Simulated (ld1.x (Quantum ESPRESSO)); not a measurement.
Scattering properties, TM semilocal potential for rhodium (Rh)

* Element: Rh
* Generator: ld1.x (Quantum ESPRESSO) 7.5
* Type: norm-conserving Troullier–Martins (semilocal form)
* Functional: PBEsol
* Relativity: non-relativistic
* Frozen core: [Kr]
* Valence charge: 9
* Reference configuration: 4d8 5s0.5 5p0.5
* Partial waves: 5s (bound): rc 1.90 bohr; 4d (bound): rc 1.55 bohr; 5p (bound): rc 4.20 bohr
* Local potential: the p channel
* Core correction: a·sin(br)/r model core, default radius (core density twice the valence density)

The phase is arctan(r·u′/u) with u = r·R(r), unwrapped; energies in Ry, scanned from -3 to 5 Ry. A pole is an energy at which the radial function vanishes at the test radius. The pseudo phase is shifted by a multiple of π to meet the all-electron one at the reference energy, and phase errors are pseudo minus all-electron; the curves can meet again beyond the range given. Levels narrower than the energy grid can be missing from the lists of poles.

```tsv
channel	radius (bohr)	reference energy (Ry)	poles, all-electron	poles, pseudo	unbroken range about the reference energy with phases within 0.05 rad	phase error 1 Ry above the reference energy (rad)
s	4.54	-0.33	-0.11, 2.25	-0.11, 1.30, 2.87	below 0.5	-0.232
p	4.54	-0.09	0.37, 2.83	0.36, 2.37	below 0.9	-0.057
d	4.54	-0.53	-0.51, 1.29, 4.02	-0.51, 1.29, 4.02	the whole range	+0.000
```

Phases in the d channel:

```
E (Ry)  all-electron  pseudo
 -3.00         1.445   1.445
 -2.52         1.433   1.433
 -2.04         1.418   1.418
 -1.56         1.397   1.397
 -1.08         1.362   1.362
 -0.60         1.223   1.223
 -0.12        -1.937  -1.937
  0.36        -2.792  -2.792
  0.84        -4.496  -4.496
  1.32        -4.720  -4.720
  1.80        -4.853  -4.853
  2.28        -5.218  -5.217
  2.76        -7.438  -7.437
  3.24        -7.736  -7.736
  3.72        -7.821  -7.820
  4.20        -7.873  -7.872
  4.68        -7.924  -7.924
```
